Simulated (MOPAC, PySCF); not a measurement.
[Mo(Cl)6], neutral singlet in the gas phase. 

Cartesian coordinates (Å):
```xyz
7

Mo     0.0000     0.0000     0.0000
Cl    -1.3051     0.2278     1.8986
Cl     1.3051    -0.2278    -1.8986
Cl    -1.5873    -1.4109    -0.9219
Cl    -1.0663     1.8214    -0.9515
Cl     1.0663    -1.8214     0.9515
Cl     1.5873     1.4109     0.9219
```
Charge 0, multiplicity 1.

All levels are single points at this geometry (PBE-D3(BJ)/def2-SVP); Pople sets use spherical d functions. Orbital energies aren't observables, and empty levels follow the basis.

```tsv
level	HOMO (eV)	LUMO (eV)	gap (eV)	dipole (D)	vertical IE, Delta-SCF (eV)
B3LYP-D3(BJ)/def2-TZVP in PySCF	-8.91	-6.09	2.82	0.00	–
TPSSh-D3(BJ)/def2-TZVP in PySCF	-8.49	-6.22	2.27	0.00	–
B3LYP/6-311+G** (LANL2DZ on Mo) in PySCF	-9.08	-6.52	2.56	0.00	–
B3LYP/6-31G* (LANL2DZ on Mo) in PySCF	-9.08	-6.54	2.54	0.00	–
B3LYP/LANL2DZ in PySCF	-9.44	-6.92	2.51	0.00	–
BP86/6-31G* (LANL2DZ on Mo) in PySCF	-8.10	-6.77	1.32	0.00	–
M06-2X/6-31G* (LANL2DZ on Mo) in PySCF	-10.71	-6.10	4.61	0.00	–
PBE/6-31G* (LANL2DZ on Mo) in PySCF	-8.00	-6.67	1.33	0.00	–
SVWN5/6-31G* (LANL2DZ on Mo) in PySCF	-8.11	-6.78	1.33	0.00	–
HF/6-31G* (LANL2DZ on Mo) in PySCF	-12.67	-4.60	8.07	0.00	–
AM1 in MOPAC	-12.99	-5.14	7.84	0.00	–
PM6 in MOPAC	-11.11	-2.26	8.84	0.00	–
PM7 in MOPAC	-11.91	-3.27	8.64	0.00	–
```
